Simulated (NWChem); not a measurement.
System: CH3IZn; SMILES [CH3][Zn][I]

```xyz
6

Zn    -0.0279    -1.2600    -0.0008
I      0.0364     1.1848     0.0006
C     -0.0809    -3.1976    -0.0004
H     -0.2122    -3.5821    -1.0235
H     -0.9170    -3.5625     0.6158
H      0.8544    -3.6116     0.4066
```
Atoms are numbered in this order, from 1.

All runs use the structure optimised with PBE0/def2-SVP. No frequency run checked for a minimum. def2 effective core potentials on I; no spin-orbit coupling.

Problem. List the 4 lowest vertical singlet excitations from CAM-B3LYP/def2-SVPD with def2 effective core potentials on I, TDA (NWChem).

Solution. 
```
state  energy (eV)  oscillator strength  leading excitation (squared amplitude)
-----  -----------  -------------------  --------------------------------------
S1            5.64                0.040                    HOMO−1 → LUMO (0.69)
S2            5.64                0.040                      HOMO → LUMO (0.69)
S3            6.04                0.000                    HOMO → LUMO+1 (0.49)
S4            6.09                0.000                  HOMO−1 → LUMO+2 (0.41)
```
